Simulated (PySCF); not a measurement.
Species: C6H6N4.
Geometry (GFN2-xTB, Å), atoms numbered from 1 in this order:
```
atom  x, y, z in Å
N1     3.5777    2.3121   -1.0031
C2     2.8366    1.5321   -0.6088
C3     1.9653    0.5465   -0.1192
C4     2.2856   -0.7136    0.4203
N5     1.1523   -1.3106    0.7444
N6     0.2139   -0.4541    0.4166
C7    -1.1560   -0.7517    0.6013
C8    -2.0940    0.3677    0.9464
C9    -2.1357   -0.2444   -0.4167
N10    0.6338    0.6643   -0.1002
H11    3.2403   -1.1712    0.5703
H12   -1.2752   -1.7302    1.0448
H13   -1.6641    1.3529    1.0377
H14   -2.8934    0.1596    1.6401
H15   -2.9637   -0.8818   -0.6833
H16   -1.7311    0.3313   -1.2346
```

Probes without a nucleus sit at each ring's centroid and 1 Å off its mean plane on both sides; NICS is minus the shielding there, NICSzz its component along the normal. Level: GIAO PBE0/pcSseg-1 (PySCF, non-relativistic, gas phase) on the GFN2-xTB geometry, one conformer.

Ring bond lengths (Å), with Mayer bond orders in brackets: C3–C4 1.408 (1.28), C4–N5 1.321 (1.51), N5–N6 1.312 (1.23), N6–N10 1.302 (1.29), N10–C3 1.337 (1.37); C7–C8 1.501 (0.95), C8–C9 1.495 (0.96), C9–C7 1.501 (0.95).

Question: Give the NICS values of each ring in ppm.

Answer: 
```
           ring                                                 type  NICS(0)  NICS(1), two faces  NICS(1)zz, two faces  rms pucker (Å)  centre to ring atoms, mean (Å)
C3–C4–N5–N6–N10  5-membered ring with 3 N; formal bonds all aromatic    -13.8       -13.3 / -13.3         -31.8 / -31.9            0.00                            1.14
       C7–C8–C9       3-membered carbocycle; formal bonds all single    -40.6         -6.2 / -8.5         -21.0 / -23.8            0.00                            0.87
```

Question: What do they say, and how far can they be read as aromaticity?

Answer: 
- C3–C4–N5–N6–N10: mean NICS(1)zz -31.9 ppm, shielded. The ring is flat and has no four-coordinate atom; by the NICS criterion it is aromatic.
- C7–C8–C9: mean NICS(1)zz -22.4 ppm, shielded. C7, C8, C9 have four or more neighbours, so the value isn't read as a sign of a π ring current. NICS(0) lies 33 ppm below the mean NICS(1).

Question: What does the geometric index give? HOMA = 1 − mean of α(R − Ropt)² over the ring bonds, with Krygowski's 1993 parameters (CC: Ropt 1.388 Å, α 257.7 Å⁻²; CN: Ropt 1.334 Å, α 93.52 Å⁻²; NN: Ropt 1.309 Å, α 130.33 Å⁻²).

Answer: 
- C3–C4–N5–N6–N10: HOMA 0.98; the largest term is that of C3–C4, α(R − Ropt)² = 0.10. The geometric and the magnetic index point the same way.

Question: At the first NICS(1) probe listed for ring C3–C4–N5–N6–N10, 1 Å off the ring, how large is the induced field along the normal in 7.05 T applied along it?

Answer: NICSzz × B0 = -31.8 ppm × 7.05 T = -224 μT, against the applied field.

Question: List the ring angles and the Hirshfeld charges of the ring atoms.

Answer: 
- C3–C4–N5–N6–N10: C3 107.5° (+0.024 e), C4 107.7° (-0.012 e), N5 104.9° (-0.119 e), N6 115.4° (+0.118 e), N10 104.6° (-0.094 e); sum 540.0° against 540° for a flat convex ring.
- C7–C8–C9: C7 59.7° (+0.011 e), C8 60.2° (-0.082 e), C9 60.1° (-0.082 e); sum 180.0° against 180° for a flat convex ring.

Question: What are the shieldings of the ring atoms and their hydrogens in the same run (means over atoms taken as equivalent)?

Answer: 
```
   atoms                          environment  σ isotropic (ppm)
      C3          substituted aromatic carbon               60.6
      C4  aromatic CH next to a ring nitrogen               41.6
      N5               pyridine-type nitrogen              -96.8
      N6                pyrrole-type nitrogen              -21.8
      C7         sp3 carbon bound to nitrogen              150.2
 C8 (×2)           three-membered-ring carbon              174.4
     N10               pyridine-type nitrogen              -89.0
     H11                    aromatic hydrogen              23.83
     H12                     methine hydrogen              27.56
H13 (×2)                   methylene hydrogen              30.19
H14 (×2)                   methylene hydrogen              30.57
```

The run took 32 s on Arm Neoverse V1, one thread, no GPU, on a shared host, and the process peaked at 0.86 GiB of memory. This is the whole shielding run at PBE0/pcSseg-1, SCF included.
